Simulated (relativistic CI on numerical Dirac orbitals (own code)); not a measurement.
Method of calculation: Dirac equation for one electron, model QED (radiative potential, 1s self-energy scaled to tabulated hydrogen-like ionisation energies) (own radial code, finite nucleus).

The strongest absorption lines from the ground level of an ion, among the configurations computed and to levels below about 96100 eV (vacuum wavelength in nm, gf): 0.01291 (0.0082), 0.01306 (0.015), 0.01335 (0.03), 0.01340 (0.014), 0.01403 (0.081), 0.01415 (0.04), 0.01636 (0.39), 0.01692 (0.24).

Q: Which ion is it?
A. Ho⁶⁶⁺
B. Tl⁸⁰⁺
C. Tl⁷⁸⁺
D. W⁷³⁺

A: B. Tl⁸⁰⁺ has 1 electrons and the ground level 1s ²S1/2; the strongest line goes to 2p ²P°3/2. The pattern of lines fixes the number of electrons, and along that sequence the line energies rise steadily with the charge (about as its square where n changes within one kind of shell, about linearly where n is kept but much faster in heavy ions where fine structure, which grows about as Z⁴, sets the gap, and irregularly where shells cross), which fixes Z. Configurations outside the model, such as inner-shell arrays, can give stronger lines.
